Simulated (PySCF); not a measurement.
LDA on P⁻ (phosphorus, charge -1), [Ne] 3s2 3p4, high-spin 3P determinant. Computed with PySCF 2.14 in aug-cc-pCVTZ-DK, with the spin-free X2C one-electron Hamiltonian (Gaussian nucleus).

```
cycle= 1 E= -340.850646736566  delta_E= -0.0208  |g|= 0.0406  |ddm|= 0.317
cycle= 2 E= -340.850817130293  delta_E= -0.00017  |g|= 0.0148  |ddm|= 0.0699
cycle= 3 E= -340.850820218777  delta_E= -3.09e-06  |g|= 0.0121  |ddm|= 0.0566
cycle= 4 E= -340.850948818585  delta_E= -0.000129  |g|= 0.000743  |ddm|= 0.027
cycle= 5 E= -340.850949791658  delta_E= -9.73e-07  |g|= 0.000189  |ddm|= 0.00399
cycle= 6 E= -340.850949871607  delta_E= -7.99e-08  |g|= 3.83e-05  |ddm|= 0.00114
cycle= 7 E= -340.850949873531  delta_E= -1.92e-09  |g|= 3.4e-06  |ddm|= 0.000159
cycle= 8 E= -340.850949873544  delta_E= -1.31e-11  |g|= 2.38e-07  |ddm|= 1.06e-05
converged SCF energy = -340.850949873544  <S^2> = 2.008795  2S+1 = 3.0058576
```

Highest occupied orbital energy: 1.752 eV; ⟨L²⟩ = 2.03; populations by l: s 6.00, p 10.00, d 0.00, f 0.00.

Problem. Can this result be used?

Solution. With care. The calculation finished and met its thresholds. At LDA the highest occupied level has a positive energy, so only the finite basis holds that electron; in a semilocal or global hybrid functional this comes from self-interaction and does not mean that the real anion is unbound.
